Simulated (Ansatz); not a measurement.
Consider the redistribution: `C[CH2][Mg][CH3]` + `F[Si@H]1O[C@@H]1Cl` → `C[CH2][Mg][Cl]` + `C[C@H]1O[Si@H]1F`.

Gas-phase electronic energies from Ansatz, PBE0-D4/def2-TZVP geometries. CCSD(T)/CBS is the MP2 limit (def2-TZVPP, def2-QZVPP) plus CCSD(T) − MP2 in def2-TZVPP, frozen cores. DFT in def2-TZVPP. For Mg outer-core shells are correlated without core-valence functions, which leaves a few kJ/mol of doubt a bond. Each species was taken in one conformer, which may not be the lowest.

`C[CH2][Mg][CH3]`:

Cartesian coordinates in Å:
```
C 1.469 1.639 0.301
C 0.710 0.922 -0.818
Mg -0.580 -0.631 -0.225
C -1.856 -2.172 0.375
H 2.106 0.954 0.871
H 2.124 2.436 -0.072
H 0.792 2.106 1.023
H 0.125 1.654 -1.390
H 1.428 0.513 -1.542
H -2.456 -1.890 1.247
H -1.304 -3.078 0.647
H -2.559 -2.453 -0.417
```

`F[Si@H]1O[C@@H]1Cl`:

```xyz
7

F     1.574    1.336   -0.899
Si    0.880    0.105   -0.191
O    -0.042    0.420    1.135
C    -0.898   -0.023    0.033
Cl   -1.713   -1.550    0.333
H     1.827   -1.015   -0.159
H    -1.628    0.728   -0.252
```

`C[CH2][Mg][Cl]`:

Cartesian coordinates in Å:
```
C 0.872 0.845 -0.125
C -0.312 -0.009 -0.585
Mg -1.079 -1.354 0.812
Cl -1.884 -2.767 2.287
H 1.732 0.235 0.164
H 1.219 1.527 -0.909
H 0.621 1.465 0.741
H -1.136 0.639 -0.906
H -0.034 -0.581 -1.478
```

`C[C@H]1O[Si@H]1F`:

```xyz
10

C     0.040   -1.143   -0.787
C     0.180    0.317   -0.482
O    -1.113    0.967   -0.039
Si    0.002    1.040    1.153
F    -0.221    0.124    2.430
H    -0.380   -1.697    0.055
H     1.021   -1.566   -1.019
H    -0.610   -1.293   -1.654
H     0.626    0.895   -1.291
H     0.456    2.354    1.634
```

Question: Is it downhill or uphill in electronic energy at CCSD(T)/CBS, and by how much? (Estimate.)

Answer: Ansatz gave: Downhill: ΔE = -249.8 kJ/mol.

Question: What do these levels give: PBE-D4, ωB97X-V, MP2/def2-TZVPP, HF/def2-QZVPP, MP2/def2-QZVPP, SCS-MP2/def2-QZVPP? (Best estimate.)

Answer: The calculation gave: PBE-D4 -234.6, ωB97X-V -253.2, MP2/def2-TZVPP -252.5, HF/def2-QZVPP -281.9, MP2/def2-QZVPP -252.8, SCS-MP2/def2-QZVPP -254.5 kJ/mol.

Largest T1 diagnostic among the species: 0.013.

From PBE to PBE0 (25 % exact exchange), in def2-TZVPP and without D4, ΔE moves by −13.5 kJ/mol. In def2-TZVPP, CCSD(T) changes the Hartree–Fock value by +31.4 kJ/mol (the triples alone add +5.5 kJ/mol) and MP2 by +28.6 kJ/mol.
